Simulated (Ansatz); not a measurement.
AlH₂SBrF₂, closed shell: at a first-order saddle point.

in.yaml

```yaml
crystal:
  periodic: [false, false, false]
  atoms:
    - {symbol: Al, position_ang: [-0.847088, -0.175171, 0.050940]}
    - {symbol: S, position_ang: [0.904876, -1.331199, -0.637971]}
    - {symbol: F, position_ang: [-1.578315, 0.822058, -1.031235]}
    - {symbol: F, position_ang: [-1.696797, -0.799052, 1.309372]}
    - {symbol: H, position_ang: [1.524903, 0.537154, 0.721889]}
    - {symbol: Br, position_ang: [0.700845, 1.559500, 1.359287]}
    - {symbol: H, position_ang: [0.991576, -0.613190, -1.772283]}
basis:
  gaussian: {orbitals: def2-TZVPP}
hamiltonian: {xc: lda}
```

Command:

```bash
ansatz run in.yaml --threads 8 --pin off --events-out ev --progress --plain --max-ram 19148MiB
```

Output of Ansatz 0.2.0:

```
Functional definition: SPW92
  name "SPW92"
  cite "Dirac, Proc. Camb. Phil. Soc. 26, 376 (1930) doi:10.1017/S0305004100016108"
  cite "Slater, Phys. Rev. 81, 385 (1951) doi:10.1103/PhysRev.81.385"
  cite "Perdew & Wang, Phys. Rev. B 45, 13244 (1992) doi:10.1103/PhysRevB.45.13244"
  exchange = slater_x
  correlation = pw_c
1359 factors; their error is unknown
mean field evaluation 1: about -92751.1135 eV, gradient 6.0e1 eV
mean field evaluation 2: about -92726.2219 eV, gradient 1.4e2 eV
mean field evaluation 4: about -92756.4595 eV, gradient 6.2e0 eV
mean field evaluation 8: about -92756.5492 eV, gradient 1.6e-1 eV
mean field evaluation 16: about -92756.5183 eV, gradient 9.5e-5 eV
mean field -92756.51826454 eV, -3408.7391735957 hartree, gradient 2.4e-5 eV, S^2 0.000000; 0 other end points of the search recorded, 0 dependent functions left out
reference -92756.51830300 eV, -3408.7391750091 hartree; 42, 42 occupied and 180, 180 virtual orbitals, 1359 factors
Total energy: -92756.51830300 eV, -3408.7391750091 hartree
```

The run took about 0.7 s on 8 CPU threads of an AMD EPYC 7R43 (shared host).
